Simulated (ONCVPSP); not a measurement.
Sn: excitation energies, all-electron against ONCV

* Element: Sn (Z = 50)
* Generator: ONCVPSP 4.0.1
* Type: optimised norm-conserving Vanderbilt (ONCV)
* Functional: PBE
* Relativity: scalar-relativistic
* Frozen core: [Ar] 3d10
* Valence charge: 22
* Reference configuration: 4s2 4p6 4d10 5s2 5p2
* Partial waves: 4s+5s: rc 1.15 bohr, ncon 4, nbas 8, qcut 9 1/bohr, 2 projectors; 4p+5p: rc 1.65 bohr, ncon 5, nbas 10, qcut 9.6 1/bohr, 2 projectors; 4d: rc 1.70 bohr, ncon 4, nbas 9, qcut 8 1/bohr, 2 projectors, debl 1.9 Ha
* Local potential: polynomial inside 0.85 bohr (lpopt 5, dvloc0 0 Ha)
* Core correction: Teter function, fcfact 4.25, rcfact 1.05

Energies are relative to the spin-unpolarised reference configuration 4s2 4p6 4d10 5s2 5p2; without spin polarisation the order of configurations can differ from experiment.

```json
{"valence configuration": "4s2 4p6 4d10 5s2 5p1", "charge": "+1", "ΔE all-electron (eV)": "6.875", "error AE − PS (meV)": "-1.5"}
{"valence configuration": "4s2 4p6 4d10 5s2 5p0", "charge": "+2", "ΔE all-electron (eV)": "20.828", "error AE − PS (meV)": "-5.3"}
{"valence configuration": "4s2 4p6 4d10 5s1 5p2", "charge": "+1", "ΔE all-electron (eV)": "14.524", "error AE − PS (meV)": "-2.2"}
```

Q: What are ΔE and the potential's error for 4s2 4p6 4d10 5s1 5p0?

A: ΔE = 51.800 eV all-electron; the error (AE − PS) is -15 meV.

Levels in the configuration 4s2 4p6 4d10 5s2 5p0:

```
level  all-electron (eV)  pseudo (eV)
   4s           -151.386     -151.414
   4p           -107.153     -107.175
   4d            -43.209      -43.213
   5s            -26.091      -26.092
```
